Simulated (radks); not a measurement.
The nuclear charge of neutral oxygen is varied continuously with 8 electrons held in [He] 2s2 2p4. Method: non-relativistic Kohn-Sham, r2SCAN, spin-polarised, spherical densities, point nucleus; open shells are filled with parallel spins first; meta-GGA in the generalised Kohn-Sham scheme; computed with a radial shooting solver on a logarithmic mesh with Libxc functionals. By the Hellmann-Feynman theorem dE/dZ = E(electron-nucleus)/Z, the electronic potential at the nucleus.

Z    E (hartree)  E(electron-nucleus)/Z (hartree)  HOMO  e(HOMO) (eV)  <r> HOMO (bohr)
7.8    -70.65362                         -21.5442    2p        -3.956            1.467
7.9    -72.82576                         -21.8987    2p        -5.333            1.407
8      -75.03333                         -22.2527    2p        -6.792            1.354
8.1    -77.27628                         -22.6063    2p        -8.331            1.306
8.2    -79.55457                         -22.9595    2p        -9.949            1.264
8.3    -81.86818                         -23.3125    2p       -11.644            1.225
8.4    -84.21707                         -23.6653    2p       -13.414            1.189
8.5    -86.60123                         -24.0178    2p       -15.260            1.156
8.6    -89.02063                         -24.3702    2p       -17.180            1.125
8.7    -91.47526                         -24.7224    2p       -19.174            1.096
8.8    -93.96510                         -25.0745    2p       -21.241            1.068
8.9    -96.49015                         -25.4264    2p       -23.380            1.043
9      -99.05038                         -25.7782    2p       -25.592            1.019

The central difference of E at Z = 8 is -22.253 hartree, to compare with the third column; the second derivative is -3.54 hartree.
